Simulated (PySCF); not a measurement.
Input of a run (PBE0-D3(BJ)/def2-SVP geometry optimisation, gas phase (PySCF 2.14.0)), started from a GFN2-xTB structure with every atom displaced at random (by about 0.01 Å):
```
{"job": {"xc": "PBE0", "basis": "def2-SVP", "d3": "d3bj", "grid": 1, "shake": 0.01, "kind": "geom"}, "charge": 0, "multiplicity": 1}
F      0.039030     0.014250     1.614320
Si    -0.003810    -0.004410    -0.001610
Cl     1.762100    -0.717500    -0.550740
Cl    -0.254800     1.884920    -0.591620
Cl    -1.508960    -1.211220    -0.508240
```

Output (energies in Eh, forces in Eh/bohr):
```
step   0  E = -1768.88277395  max force = 0.030428
step   1  E = -1768.88513805  max force = 0.013684
step   2  E = -1768.88554449  max force = 0.004778
step   3  E = -1768.88559764  max force = 0.000452
step   4  E = -1768.88560075  max force = 0.001061
step   5  E = -1768.88538859  max force = 0.008917
step   6  E = -1768.88555978  max force = 0.004672
step   7  E = -1768.88560256  max force = 0.002230
step   8  E = -1768.88561224  max force = 0.000301
optimisation converged
```

Q: Summarise the run.

A: The energy falls by 0.077 eV over 9 energy and gradient evaluations, the largest force component goes from 0.0304 to 3.0e-04 Eh/bohr, and the atoms move by 0.044 Å rms after alignment. The bond that changes most is Si2–Cl3 (fluorine-bound silicon to silicon-bound chlorine), which lengthens by 0.044 Å. Bonds longer at the end by more than 0.005 Å: 3 of 4; shorter: 1. Among the angles that change most is F1–Si2–Cl3, from 104.9° to 108.3°. The energy rose by more than 1e-6 Eh at step 5. The first step brought 83 % of the lowering.

Q: What are the final bond lengths?

A: F1–Si2 1.602 Å, Si2–Cl3 2.026 Å, Si2–Cl4 2.027 Å, Si2–Cl5 2.026 Å. Numbering counts from 1 in the input's order; the species is trichlorofluorosilane, `F[Si](Cl)(Cl)Cl`.

The run used 86 basis functions and 55 SCF cycles in all. The run took 26 s wall on one thread, Arm Neoverse V1 (aarch64) (shared host), and the process peaked at 0.37 GiB of memory.

No PBE0-D3(BJ)/def2-SVP frequencies stand behind this structure, so it isn't proved a minimum.
